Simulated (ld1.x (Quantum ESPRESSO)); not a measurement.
Pt (Z = 78): variants of one TM potential

Base potential:

Pt, norm-conserving Troullier–Martins (Kleinman–Bylander form), made with ld1.x (Quantum ESPRESSO) 7.5 (LDA (PZ), scalar-relativistic). Core [Xe] 4f14, reference 5d9 6s0.75 6p0.25. Waves: 6p (bound): rc 3.70 bohr; 5d (bound): rc 1.70 bohr; 6s (bound): rc 2.20 bohr. Local part: the s channel. Core correction: none.

All-electron outer shells of the reference configuration (LDA (PZ), scalar-relativistic, ld1.x):

```json
{"shell": "4f", "level (eV)": "-71.05", "outermost node (bohr)": "–", "outermost maximum (bohr)": "0.38"}
{"shell": "5p", "level (eV)": "-56.84", "outermost node (bohr)": "0.53", "outermost maximum (bohr)": "0.98"}
{"shell": "5d", "level (eV)": "-6.90", "outermost node (bohr)": "0.57", "outermost maximum (bohr)": "1.26"}
{"shell": "6s", "level (eV)": "-6.38", "outermost node (bohr)": "1.14", "outermost maximum (bohr)": "2.35"}
{"shell": "6p", "level (eV)": "-1.30", "outermost node (bohr)": "1.36", "outermost maximum (bohr)": "3.55"}
```

Cutoffs, loose and tight: the cutoffs (Ry, on a coarse ladder) from which the occupation-weighted sum of valence levels, in a spherical-Bessel basis at the reference potential, stays within 10 and 1 mRy of its value at 400 Ry. They do not see the model core or the augmentation charge, which bear on the density cutoff. Test errors are all-electron minus pseudo excitation energies from the reference, over the configurations 5d9 6s1 6p0; 5d9 6s0 6p0; 5d8 6s0 6p0; 5d9.5 6s0.5 6p0; 5d7 6s0 6p0; 5d9 6s0.5 6p0; 5d8 6s2 6p0 (two spin-polarised tests are not counted in the largest error). A dash means not determined; rows that change the core or the reference have their own tests. The largest error is taken over the tests solved by every variant that gives reliable tests at all: 5d8 6s0 6p0; 5d9 6s0 6p0; 5d9 6s0.5 6p0; 5d9 6s1 6p0; 5d9.5 6s0.5 6p0.

| change | outcome | cutoff, loose | cutoff, tight | bound ghosts | largest test error (meV) |
| --- | --- | --- | --- | --- | --- |
| base | generated | 40 Ry | 50 Ry | none | -35 |
| type PAW; waves now 6s (bound): rcut 1.90, rcutus 2.20 bohr; 6s channel at 0.2 Ry: rcut 1.90, rcutus 2.20 bohr; 6p (bound): rcut 3.20, rcutus 3.70 bohr; 6p channel at 4.3 Ry: rcut 3.20, rcutus 3.70 bohr; 5d (bound): rcut 1.50, rcutus 1.70 bohr; 5d channel at 0.1 Ry: rcut 1.50, rcutus 1.70 bohr; local potential all-electron potential smoothed inside 2.15 bohr (lloc = -1); core correction a·sin(br)/r model core, default radius (ld1.x builds one for every PAW set, though the input has nlcc=.false.); augmentation BESSEL, radius 1.20 bohr | generated | 40 Ry | 70 Ry | none | -25 |
| reference 5d9 6s1 6p0 | generated | 40 Ry | 50 Ry | none | -203 |

(1) What comes out with this change to the base: wave 6s (bound): rc 2.20 bohr becomes 6s (bound): rc 2.92 bohr?

(2) What comes out with this change to the base: local potential all-electron potential smoothed inside 2.80 bohr (lloc = -1)?

(3) What comes out with this change to the base: core [Kr] 4d10 4f14, valence charge 18; reference 5s2 5p6 5d8 6s2 6p0; waves now 5s (bound): rc 1.30 bohr; 5d (bound): rc 2.05 bohr; 5p (bound): rc 1.35 bohr; local potential the p channel?

## Answers

(1) outcome: generated; cutoff, loose: 40 Ry; cutoff, tight: 50 Ry; bound ghosts: none; largest test error (meV): -43.

(2) outcome: generated; cutoff, loose: 40 Ry; cutoff, tight: 50 Ry; bound ghosts: none; largest test error (meV): -22.

(3) outcome: generated, misses its reference levels by 2.09 eV; cutoff, loose: 110 Ry; cutoff, tight: 180 Ry; bound ghosts: none; largest test error (meV): -8173.
